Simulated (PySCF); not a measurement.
```xyz
5

Cl    -1.6501     1.0803     0.0583
Si    -0.0043    -0.1460     0.0003
Cl     1.7113     0.9803    -0.0631
H     -0.0727    -0.9589    -1.2221
H      0.0159    -0.9558     1.2266
```

Charge 0, multiplicity 1.

Q: Give the Mulliken and meta-Löwdin atomic charges from TPSSh-D3(BJ)/def2-TZVPD // B3LYP-D3(BJ)/def2-TZVPD (PySCF).

A: 
| atom | Mulliken (e) | meta-Löwdin (e) |
|---|---|---|
| Cl1 | -0.30 | -0.28 |
| Si2 | 0.60 | 0.76 |
| Cl3 | -0.30 | -0.28 |
| H4 | 0.00 | -0.10 |
| H5 | 0.00 | -0.10 |
